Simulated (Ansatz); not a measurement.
One change: `O[SiH](O)/C=C\[SiH2]Cl` becomes `O[SiH](O)/C=C/[SiH3]`.

Ansatz, PBE0-D4/def2-TZVP geometries, multiplicity 1. Each molecule was computed in one conformer, which needn't be the lowest.

```csv
property,`O[SiH](O)/C=C\[SiH2]Cl`
size of the dipole moment (ωB97M-V/def2-TZVPP) / D,2.57
LUMO energy (PBE/def2-TZVPP) / eV,-2.32
size of the dipole moment (PBE/def2-TZVPP) / D,2.56
HOMO–LUMO gap (ωB97M-V/def2-TZVPP) / eV,11.07
LUMO energy (PBE0/def2-TZVPP) / eV,-1.39
LUMO energy (ωB97M-V/def2-TZVPP) / eV,0.64
```

Problem. Give the same properties after the change, and the shifts. (Best estimate.)

Solution. Ansatz gave: 
```tsv
property	`O[SiH](O)/C=C/[SiH3]`	shift
size of the dipole moment (ωB97M-V/def2-TZVPP) / D	2.47	-0.10
LUMO energy (PBE/def2-TZVPP) / eV	-1.94	0.38
size of the dipole moment (PBE/def2-TZVPP) / D	2.37	-0.19
HOMO–LUMO gap (ωB97M-V/def2-TZVPP) / eV	11.26	0.19
LUMO energy (PBE0/def2-TZVPP) / eV	-0.97	0.42
LUMO energy (ωB97M-V/def2-TZVPP) / eV	1.05	0.41
```

With PBE0 the HOMO rises by 0.22 eV and the LUMO rises by 0.42 eV, so the gap widens by about 0.20 eV. PBE moves the HOMO by 0.16 eV and ωB97M-V by 0.22 eV. Dipoles are sizes alone; their direction can turn.
